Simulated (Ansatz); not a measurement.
Relaxation of CH₆BClOSi (11 atoms, charge 0, multiplicity 1), to a largest force component of 0.015 eV/Å in at most 40 steps.

All numbers below come from RKS CAM-B3LYP/cc-pVDZ (Ansatz 0.2.0).

```xyz
11
Properties=species:S:1:pos:R:3
C -1.068 -0.902 0.832
B 0.409 -0.488 0.618
Cl 0.754 0.890 -0.511
Si 1.939 -1.350 1.521
O 1.660 -1.221 3.251
H -1.664 0.041 1.210
H -1.529 -1.159 -0.148
H -1.173 -1.678 1.535
H 3.148 -0.773 1.107
H 1.884 -2.803 1.143
H 0.865 -1.812 3.422
```

Q: Where does it end, and by what steps?

A: It converged. After 20 steps the energy has fallen by 0.477 eV; Cl3 moved furthest, 1.25 Å.

| step | energy less start (eV) | largest force component (eV/Å) | accepted |
| --- | --- | --- | --- |
| 0 | 0.0000 | 2.956 | yes |
| 1 | -0.3323 | 1.094 | yes |
| 2 | -0.3753 | 0.639 | yes |
| 3 | -0.4033 | 0.369 | yes |
| 4 | -0.4238 | 0.271 | yes |
| 5 | -0.4332 | 0.287 | yes |
| 6 | -0.4395 | 0.217 | yes |
| 7 | -0.4459 | 0.138 | yes |
| 8 | -0.4535 | 0.138 | yes |
| 9 | -0.4579 | 0.328 | yes |
| 10 | -0.4641 | 0.202 | yes |
| 11 | -0.4612 | 0.479 | no |
| 12 | -0.4681 | 0.083 | yes |
| 13 | -0.4704 | 0.137 | yes |
| 14 | -0.4728 | 0.162 | yes |
| 15 | -0.4746 | 0.059 | yes |
| 16 | -0.4757 | 0.074 | yes |
| 17 | -0.4762 | 0.050 | yes |
| 18 | -0.4763 | 0.047 | yes |
| 19 | -0.4765 | 0.029 | yes |
| 20 | -0.4765 | 0.012 | yes |

```xyz
11
Properties=species:S:1:pos:R:3
C -1.137 -0.579 0.966
B 0.341 -0.668 0.480
Cl 0.709 -0.158 -1.184
Si 1.925 -1.283 1.585
O 1.473 -1.837 3.120
H -1.490 0.465 0.887
H -1.795 -1.164 0.299
H -1.280 -0.919 2.001
H 2.827 -0.126 1.856
H 2.691 -2.331 0.835
H 0.962 -2.655 3.136
```

The run took 70 s on 2 threads of Intel(R) Xeon(R) Platinum 8375C CPU @ 2.90GHz (Ice Lake) (shared host), peak memory 0.31 GiB.
